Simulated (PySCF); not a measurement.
Two species compared at the same levels of theory.

First species: C5H11OPSi2.
Structure used (GFN2-xTB), in Å, numbered top down from 1:
```
atom  x, y, z in Å
C1    -4.4247    0.9820   -0.9550
Si2   -3.3718   -0.2519    0.0288
P3    -1.3186   -0.2531   -0.8699
Si4   -0.1314   -1.3038    0.7079
C5     1.5638   -0.5675    0.6011
C6     2.6396   -0.0259    0.4835
C7     3.9147    0.6338    0.3761
C8     4.7756    0.0781   -0.7305
O9     4.2447    1.5387    1.1040
H10   -5.4487    0.9961   -0.5947
H11   -4.0277    1.9907   -0.8764
H12   -4.4446    0.7198   -2.0093
H13   -3.8796   -1.6213   -0.1085
H14   -3.3682    0.1070    1.4549
H15   -0.9899    1.0222   -0.4532
H16   -0.6030   -1.1201    2.0849
H17   -0.0670   -2.7216    0.3477
H18    4.9591   -0.9801   -0.5525
H19    4.2530    0.1720   -1.6809
H20    5.7195    0.6156   -0.7707
```

Second species: C₇H₁₆Si₂.
Atom-mapped SMILES: `[CH3:1][C@@H:2]1[CH2:3][C@@H:4]2[CH2:5][C@@:6]1([CH3:7])[SiH2:8][SiH2:9]2` (hydrogens: H10, H11, H12 on C1; H13 on C2; H14, H15 on C3; H16 on C4; H17, H18 on C5; H19, H20, H21 on C7; H22, H23 on Si8; H24, H25 on Si9)

Levels: PBE0/pcSseg-1 for HOMO energy, LUMO energy and HOMO–LUMO gap. Geometries: GFN2-xTB. All species are isolated and taken at one optimised geometry, non-relativistic unless stated; the electronic structure was computed with PySCF and density fitting.

The conformers computed, where there is a choice (atom-mapped SMILES and torsion angles):
- `[CH3:1][SiH2:2][PH:3][SiH2:4][C:5]#[C:6][C:7]([CH3:8])=[O:9]`: C1–Si2–P3–Si4 166°, Si2–P3–Si4–C5 -149°

The conformers of `C[C@@H]1C[C@@H]2C[C@@]1(C)[SiH2][SiH2]2` aren't listed.

Values for the first species:

```
HOMO energy   : -7.46 eV
LUMO energy   : -1.99 eV
HOMO–LUMO gap : 5.47 eV
```

Question: Estimate the same properties for the second species, and the change in each.

Answer: 
| property | first | second | second less first |
| --- | --- | --- | --- |
| HOMO energy | -7.46 eV | -7.33 eV | +0.13 eV |
| LUMO energy | -1.99 eV | 0.15 eV | +2.14 eV |
| HOMO–LUMO gap | 5.47 eV | 7.48 eV | +2.01 eV |

